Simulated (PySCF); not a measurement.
A mixed set of molecules. Computed with TDDFT CAM-B3LYP/def2-SVPD, vertical, gas phase, core orbitals frozen in the response (PySCF 2.14.0, density-fitted response routines). Geometries: PBE0-D3(BJ)/def2-SVP; one conformer of each isolated species. Triplets are in the Tamm–Dancoff approximation. Relativistic effects are left out although some hold elements past zinc.

Question: Rank by computed HOMO energy, lowest first.
A. `FCC1SCCS1`
B. `[SiH3][As]([SiH2]C)[SiH3]`
C. `[AlH3-][N+]#CCC1CCC1`
D. `N#CCN`
E. `COC(F)F`
F. `N#CB(C#N)C#N`
G. `NC(=O)[C@@H]1CC=CC(=O)C1`

Answer: F (-12.51 eV), E (-10.50 eV), D (-9.38 eV), G (-8.70 eV), C (-8.49 eV), B (-8.35 eV), A (-8.22 eV).

```
                   SMILES  HOMO (eV)  first f ≥ 0.01 (nm)  α (au)  T1 (eV)  LUMO (eV)  f (S1)  S1 mainly
             N#CB(C#N)C#N     -12.51                  229    60.1     4.04      -4.27   0.000  H→L (96%)
                  COC(F)F     -10.50                  146    33.7     8.29       1.22   0.028  H→L (94%)
                    N#CCN      -9.38                  159    37.5     6.13       0.74   0.010  H→L (94%)
 NC(=O)[C@@H]1CC=CC(=O)C1      -8.70                  220    93.4     3.40      -0.54   0.000  H→L (79%)
     [AlH3-][N+]#CCC1CCC1      -8.49                  205   106.9        –       0.15   0.006  H→L (76%)
C[SiH2][As]([SiH3])[SiH3]      -8.35                  204   133.9     5.37       0.68   0.038  H→L (50%)
                FCC1SCCS1      -8.22                  192    85.8        –       0.71   0.000  H→L (40%)
```

H and L stand for HOMO and LUMO; a dash means that no computed state gives the value.

- `N#CB(C#N)C#N`: Löwdin shares by element: HOMO nitrogen 56%, carbon 15% or more (atoms not listed hold the other 29%); LUMO nitrogen 34%, boron 33% (atoms not listed hold the other 33%).
- `COC(F)F`: Löwdin shares by element: HOMO oxygen 58%, carbon 14% or more, hydrogen 13% or more; LUMO carbon 47%, hydrogen 23% or more (atoms not listed hold the other 31%).
- `N#CCN`: Löwdin shares by element: HOMO nitrogen 63% or more, carbon 13% or more, hydrogen 12% or more; LUMO carbon 39%, hydrogen 15% or more, nitrogen 12% or more (atoms not listed hold the other 35%).
- `NC(=O)[C@@H]1CC=CC(=O)C1`: Löwdin shares by element: HOMO oxygen 58%, carbon 19% or more (atoms not listed hold the other 23%); LUMO carbon 61% or more, oxygen 21% or more (atoms not listed hold the other 18%).
- `[AlH3-][N+]#CCC1CCC1`: Löwdin shares by element: HOMO (one of a set within 0.03 eV) hydrogen 55% or more, aluminium 38%; LUMO carbon 43% or more, nitrogen 24% (atoms not listed hold the other 33%).
- `C[SiH2][As]([SiH3])[SiH3]`: Löwdin shares by element: HOMO arsenic 61%, silicon 28%; LUMO silicon 34% or more, arsenic 20%, carbon 10% (atoms not listed hold the other 37%).
- `FCC1SCCS1`: Löwdin shares by element: HOMO sulfur 69%, carbon 14% or more (atoms not listed hold the other 17%); LUMO sulfur 65%, carbon 14% or more (atoms not listed hold the other 21%).
